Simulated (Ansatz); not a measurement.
B₂GeH₆Se. Total charge 0; spin multiplicity 1. The bonds changed during the relaxation, so this is another structure than the one it started from. The structure was optimised at the PBE0-D4/def2-TZVP level. It is one conformer, not always the lowest.

```xyz
10

B     0.133    1.048   -0.917
B     0.600   -0.506   -0.944
Ge   -0.989   -0.167    0.571
Se    1.234   -1.355    0.831
H     0.522    1.814   -0.067
H    -0.530    1.487   -1.817
H     0.285   -1.423   -1.647
H    -1.029    0.570    1.917
H    -1.988   -1.341    0.623
H     1.761   -0.128    1.452
```

Question: What is the dipole moment at r2SCAN/def2-TZVPP? (Estimate.)

Answer: Ansatz gave: 2.78 D, with components (-0.02, -1.47, 2.36) D in this frame, pointing from negative to positive charge.

Question: And with PBE, B3LYP, ωB97M-V? (Best estimate.)

Answer: Computed: PBE 2.82 D, B3LYP 2.71 D, ωB97M-V 2.78 D.

Question: Give the Mulliken charges with r2SCAN, B3LYP, PBE in def2-TZVPP. (An estimate is asked.)

Answer: Computed: 
```csv
atom,r2SCAN,B3LYP,PBE
B1,-0.20,-0.22,-0.26
B2,-0.15,-0.15,-0.16
Ge3,0.18,0.14,0.16
Se4,0.04,0.01,0.05
H5,0.00,0.02,0.02
H6,0.00,0.02,0.01
H7,0.02,0.05,0.04
H8,0.03,0.03,0.03
H9,0.01,0.01,0.01
H10,0.08,0.08,0.09
```

B3LYP here is the variant with VWN-RPA as its local correlation; programs differ in this.
